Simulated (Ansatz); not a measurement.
A made-up structure of B$_{2}$H$_{4}$SO, closed shell:

B1  (-0.651, 1.206, -0.735)
O2  (0.066, 0.094, -0.533)
B3  (0.926, -0.678, 0.155)
S4  (0.403, -1.805, 1.454)
H5  (1.029, -2.569, 2.389)
H6  (-1.341, 1.258, -1.711)
H7  (2.090, -0.667, -0.112)
H8  (-0.908, -1.509, 1.420)
(Å)

It is relaxed with PBE-D4/def2-SVP and then PBE0-D4/def2-TZVP (Ansatz 0.2.0). Atoms count as bonded within 1.22 times the sum of their covalent radii (H–H: 0.88 Å). The end point is not checked to be a true minimum.

Question: Does its bonding change? (A judgement: the text doesn't fix the answer.)

Answer: By the calculation: No: no bond forms or breaks.

Where it ends: The first stage lowers the energy by 2.03 eV in 17 steps. It ends as B₂H₄SO ([BH][O][BH][SH2]):
```tsv
atom	x (Å)	y (Å)	z (Å)
B1	-0.5259	1.1834	-0.4222
O2	0.2519	0.1750	-0.3441
B3	1.0742	-0.8745	-0.0676
S4	0.5862	-1.9747	1.2887
H5	0.2073	-1.2018	2.3814
H6	-1.4414	1.3576	-1.1684
H7	2.1829	-0.9967	-0.4712
H8	-0.7227	-2.3378	1.1315
```

Labels in which every atom is bracketed show which atoms are joined, not bond orders.

For scale, one of the runs: PBE0-D4/def2-TZVP relaxation, 154 basis functions, launched by `ansatz run in.yaml --threads 2 --pin off --events-out ev --progress --plain --max-ram 4352MiB`. Hardware: 2 CPU threads of an Arm Neoverse N1, shared host. Wall time about 64 s.
